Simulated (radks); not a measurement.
All-electron atom: the scandium ion Sc3+ in [Ne] 3s2 3p5 7p1 (not the ground configuration).

Method: scalar-relativistic Kohn-Sham, BLYP, spin-polarised, spherical densities, finite nucleus; open shells are filled with parallel spins first; Fermi nuclear charge, rms radius 3.5459 fm; computed with a radial shooting solver on a logarithmic mesh with Libxc functionals.

Energy parts (eV):
part                      energy
total                 -20686.703
kinetic                20847.489
electron-nucleus      -48266.452
Hartree                 7757.748
exchange-correlation   -1025.488

Orbitals (lengths in bohr, moments of r in powers of bohr):
| orbital | occ. | eigenvalue (eV) | <1/r> | <r^4> |
|---|---|---|---|---|
| 1s up | 1 | -4453.293 | 20.77 | 0.0001326 |
| 1s down | 1 | -4452.920 | 20.77 | 0.0001326 |
| 2s up | 1 | -527.8020 | 4.298 | 0.03439 |
| 2s down | 1 | -527.4997 | 4.298 | 0.03431 |
| 2p up | 3 | -442.1169 | 4.204 | 0.02817 |
| 2p down | 3 | -441.6744 | 4.203 | 0.02811 |
| 3s up | 1 | -103.3323 | 1.363 | 2.322 |
| 3s down | 1 | -101.6996 | 1.360 | 2.360 |
| 3p up | 3 | -81.1027 | 1.255 | 3.121 |
| 3p down | 2 | -79.5417 | 1.251 | 3.211 |
| 7p up | 1 | -6.0490 | 0.1133 | 35370 |

The highest occupied level is 7p up at -6.049 eV. The density falls to 0.001 e/bohr^3 at r = 2.61 bohr. Spin moment in Bohr magnetons: 2. The spin density at the nucleus is -0.0634 e/bohr^3 (1s -0.3389, 2s 0.1167, 3s 0.1588). The electron density at the nucleus is 7304 e/bohr^3 (large components only).
